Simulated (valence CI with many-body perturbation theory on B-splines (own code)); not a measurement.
# E1 transitions of N2+

Computed by relativistic CI+MBPT: three valence electrons over a frozen Dirac-Fock core [He], radial functions for each j: 11 s, 11 p, 10 d, 8 f, 5 g, 2 h, with the one-electron correlation potential Σ1, the two-electron term Σ2, the three-electron term Σ3, Breit, model QED; selected CI, second order for the rest, scaled by the run's own slope (own B-spline code, finite nucleus).

Against 67 measured levels this calculation errs by 82 cm⁻¹ on average and by 204 at most. These come from a selection out of Moore, Selected Tables of Atomic Spectra, NSRDS-NBS 3, section 5. Levels without a partner in it may be off by more.

Lines 1 to 50 of 577 in falling wavelength, among levels below 44.733 eV, chosen from the strongest by gf and those to the six lowest levels. Wavelengths and rates use the calculated energies, so an error of 80 cm⁻¹ moves a line at 3994 nm by 3.2 % and its rate by three times that or more. Electric multipoles are in the length gauge, E1 and E2 with the static RPA response of the core. Weak lines are less certain than strong ones. Lines between different terms over intervals too small for the method are left out, as are lines whose strength nearly cancels. Where a level lies close to another of its J and parity, the split of strength between their lines is uncertain. The highest levels of a list are the least certain.

Names give the largest LS component (configuration and term), which can be under half, so a name can repeat, a term be missing and a line seem to break the LS rules; names also repeat where a configuration has a term twice. Letters in brackets count levels of one name in rising energy.

```
λ vac (nm)  λ from measured levels                 Upper                 Lower   A (s⁻¹)  S (a.u.) with core polarisation  S without
      3994                    3953        2s2 4p 2P°_3/2       2s 2p 3p 2P_3/2  6.25e+03                         7.86e-01   7.85e-01
      3854                    3988        2s2 4f 2F°_5/2         2s2 4d 2D_5/2  2.29e+04                         3.88e+00   3.88e+00
      3853                    3986        2s2 4f 2F°_7/2         2s2 4d 2D_5/2  3.44e+05                         7.77e+01   7.77e+01
      3808                    3938        2s2 4f 2F°_5/2         2s2 4d 2D_3/2  3.28e+05                         5.36e+01   5.36e+01
      3571                                 2s2 6d 2D_3/2        2s2 6p 2P°_3/2  4.71e+05                         4.23e+01   4.23e+01
      3570                                 2s2 6d 2D_5/2        2s2 6p 2P°_3/2  2.83e+06                         3.81e+02   3.81e+02
      3561                                 2s2 6d 2D_3/2        2s2 6p 2P°_1/2  2.37e+06                         2.11e+02   2.11e+02
      3154                                 2s2 5g 2G_9/2      2s 2p 3d 2F°_7/2  6.22e+03                         9.63e-01   9.63e-01
      3048                                 2s2 5g 2G_7/2      2s 2p 3d 2F°_5/2  5.80e+03                         6.48e-01   6.48e-01
      2661                    2619         2s2 4s 2S_1/2  2s 2p 3s 2P°_3/2 [a]  2.57e+05                         4.79e+00   4.79e+00
      2645                    2766  2s 2p 3s 2P°_1/2 [b]         2s2 6s 2S_1/2  2.78e+06                         5.09e+01   5.09e+01
      2643                    2764  2s 2p 3s 2P°_3/2 [b]         2s2 6s 2S_1/2  2.78e+06                         1.01e+02   1.01e+02
      2639                    2642         2s2 5d 2D_3/2        2s2 5p 2P°_3/2  8.45e+05                         3.07e+01   3.07e+01
      2639                    2641         2s2 5d 2D_5/2        2s2 5p 2P°_3/2  5.08e+06                         2.76e+02   2.76e+02
      2633                    2636         2s2 5d 2D_3/2        2s2 5p 2P°_1/2  4.25e+06                         1.53e+02   1.53e+02
      2583                    2544         2s2 4s 2S_1/2  2s 2p 3s 2P°_1/2 [a]  1.39e+05                         2.36e+00   2.36e+00
      2257                    2251        2s2 5p 2P°_1/2         2s2 5s 2S_1/2  5.82e+06                         6.60e+01   6.60e+01
      2252                    2247        2s2 5p 2P°_3/2         2s2 5s 2S_1/2  5.85e+06                         1.32e+02   1.32e+02
      1802                    1753         2s2 7s 2S_1/2  2s 2p 3s 2P°_3/2 [b]  8.66e+06                         5.00e+01   5.00e+01
      1801                    1752         2s2 7s 2S_1/2  2s 2p 3s 2P°_1/2 [b]  4.34e+06                         2.50e+01   2.50e+01
      1649                    1658         2s2 4d 2D_3/2        2s2 4p 2P°_3/2  1.04e+06                         9.21e+00   9.21e+00
      1642                    1651         2s2 4d 2D_3/2        2s2 4p 2P°_1/2  5.25e+06                         4.60e+01   4.59e+01
      1641                    1649         2s2 4d 2D_5/2        2s2 4p 2P°_3/2  6.40e+06                         8.37e+01   8.37e+01
      1594                                2s2 7p 2P°_1/2         2s2 6d 2D_3/2  1.24e+07                         4.96e+01   4.96e+01
      1593                                2s2 7p 2P°_3/2         2s2 6d 2D_5/2  1.12e+07                         8.92e+01   8.92e+01
      1593                                2s2 7p 2P°_3/2         2s2 6d 2D_3/2  1.24e+06                         9.90e+00   9.90e+00
      1345                                 2s2 7s 2S_1/2        2s2 6p 2P°_3/2  1.19e+07                         2.86e+01   2.86e+01
      1343                                 2s2 7s 2S_1/2        2s2 6p 2P°_1/2  5.95e+06                         1.42e+01   1.42e+01
      1104                    1114      2s 2p 3d 2P°_3/2         2s2 5s 2S_1/2  2.04e+05                         5.40e-01   5.40e-01
      1095                    1105      2s 2p 3d 2P°_1/2         2s2 5s 2S_1/2  2.09e+05                         2.72e-01   2.72e-01
      1072                    1080       2s 2p 3p 2D_3/2        2s2 4p 2P°_3/2  5.98e+05                         1.46e+00   1.46e+00
      1069                    1077       2s 2p 3p 2D_3/2        2s2 4p 2P°_1/2  3.05e+06                         7.37e+00   7.37e+00
      1062                    1069       2s 2p 3p 2D_5/2        2s2 4p 2P°_3/2  3.44e+06                         1.22e+01   1.22e+01
      1023                                2s2 6p 2P°_1/2         2s2 5d 2D_3/2  1.93e+07                         2.04e+01   2.04e+01
      1022                                2s2 6p 2P°_3/2         2s2 5d 2D_5/2  1.74e+07                         3.66e+01   3.66e+01
      1022                                2s2 6p 2P°_3/2         2s2 5d 2D_3/2  1.93e+06                         4.06e+00   4.06e+00
     942.0                   942.7        2s2 4p 2P°_1/2         2s2 4s 2S_1/2  2.73e+07                         2.25e+01   2.25e+01
     939.8                   940.5        2s2 4p 2P°_3/2         2s2 4s 2S_1/2  2.75e+07                         4.50e+01   4.50e+01
     911.5                                2s2 7p 2P°_1/2         2s2 6s 2S_1/2  7.39e+05                         5.52e-01   5.52e-01
     911.3                                2s2 7p 2P°_3/2         2s2 6s 2S_1/2  7.30e+05                         1.09e+00   1.09e+00
     910.8                   901.2        2s2 5p 2P°_1/2       2s 2p 3p 2S_1/2  1.86e+06                         1.39e+00   1.39e+00
     910.1                   900.6        2s2 5p 2P°_3/2       2s 2p 3p 2S_1/2  1.86e+06                         2.76e+00   2.76e+00
     857.1                   870.1  2s 2p 3s 2P°_1/2 [b]         2s2 5d 2D_3/2  6.54e+06                         4.06e+00   4.07e+00
     856.9                   870.0  2s 2p 3s 2P°_3/2 [b]         2s2 5d 2D_5/2  5.86e+06                         7.29e+00   7.29e+00
     856.8                   870.0  2s 2p 3s 2P°_3/2 [b]         2s2 5d 2D_3/2  6.52e+05                         8.09e-01   8.09e-01
     856.5                   857.4         2s2 6s 2S_1/2        2s2 5p 2P°_3/2  4.97e+07                         3.08e+01   3.08e+01
     855.9                   856.8         2s2 6s 2S_1/2        2s2 5p 2P°_1/2  2.48e+07                         1.54e+01   1.54e+01
     854.3                                 2s2 6d 2D_5/2        2s2 5f 2F°_7/2  4.83e+06                         8.92e+00   8.92e+00
     854.3                                 2s2 6d 2D_3/2        2s2 5f 2F°_5/2  5.07e+06                         6.24e+00   6.24e+00
     854.2                                 2s2 6d 2D_5/2        2s2 5f 2F°_5/2  2.41e+05                         4.46e-01   4.46e-01
```
